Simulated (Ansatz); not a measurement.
Molecule: C3Si (charge 0, singlet). SMILES: [C]1[c+]2[si-2][c+]21
Geometry: optimised at B3LYP-D3(BJ)/def2-TZVP (Ansatz, a quantum-chemistry and plane-wave program).

Atomisation energy built up term by term with Ansatz (kcal/mol; UHF references for open shells; valence terms freeze the core; atomic spin-orbit terms are left out). CBS marks a two-point X^-3 extrapolation of the correlation energy; Hartree-Fock from the larger set.

The Hartree-Fock reference is unstable (checked in the largest basis), which strains HF and MP2. 

```tsv
term	basis	kcal/mol
Hartree-Fock	cc-pV(Q+d)Z	265.66
CCSD correlation	CBS(cc-pV(T+d)Z,cc-pV(Q+d)Z)	___
(T)	CBS(cc-pV(T+d)Z,cc-pV(Q+d)Z)	___
core correlation	cc-pwCVTZ	2.63
scalar relativity (X2C)	cc-pVTZ-DK against cc-pVTZ	-0.39
sum: De		___
```

Q: What belongs in the gaps?

A: 
- CCSD correlation, kcal/mol: 133.54
- (T), kcal/mol: 17.82
- sum: De, kcal/mol: 419.3
